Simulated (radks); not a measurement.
Results of a calculation; reference values are marked as such.
Q: The table gives one normalised radial function P(r) = r R(r) of Ce+ in [Xe] 4f0.5 5d2 6s0.5 (r in bohr). Level of theory: scalar-relativistic Kohn-Sham, LDA (Slater exchange, Perdew-Wang correlation), spin-polarised, spherical densities, finite nucleus; open shells are filled with parallel spins first (spin-orbit coupling, left out, can overturn this in heavy ions); Fermi nuclear charge, rms radius 4.8771 fm (a radial shooting solver on a logarithmic mesh with Libxc functionals).

r	P
0.00185	0.0585
0.002154	0.0658
0.002507	0.0738
0.002919	0.0824
0.003398	0.0917
0.003956	0.1014
0.004605	0.1113
0.005361	0.1213
0.006241	0.1309
0.007266	0.1396
0.008459	0.1467
0.009769	0.1512
0.01137	0.1526
0.01324	0.1494
0.01541	0.1402
0.01794	0.1239
0.02089	0.0991
0.02432	0.0650
0.02831	0.0217
0.03296	-0.0298
0.03837	-0.0869
0.04466	-0.1448
0.052	-0.1966
0.06053	-0.2334
0.07047	-0.2454
0.08204	-0.2232
0.09551	-0.1613
0.1112	-0.0605
0.1294	0.0682
0.1507	0.2027
0.1754	0.3114
0.2042	0.3594
0.2377	0.3188
0.2768	0.1814
0.3222	-0.0322
0.3751	-0.2703
0.4367	-0.4604
0.5084	-0.5315
0.5918	-0.4405
0.689	-0.1928
0.8021	0.1560
0.9337	0.5181
1.087	0.8046
1.255	0.9505
1.461	0.9556
1.701	0.8339
1.981	0.6400
2.306	0.4334
2.684	0.2581
3.125	0.1340
3.638	0.0599
4.235	0.0226
4.93	0.0070
5.74	0.0017
6.682	0.0003
7.779	0.0000
9.056	0.0000
10.54	0.0000
12.27	0.0000

Which n and l does it have? It may be an empty orbital.

A: n = 5, l = 0: the number of nodes gives n - l - 1 = 4, the rise at small r (about r^(l+1), flatter next to the nucleus through relativity) gives l, and the extent must fit the shell. The curve is that of 5s up; the table hardly tells the two spins apart. 5s up: eigenvalue -47.686 eV, 4 radial nodes at r = 0.0303, 0.120, 0.316, 0.752 bohr, <r> = 1.50 bohr, 90 % of the charge inside 2.16 bohr.
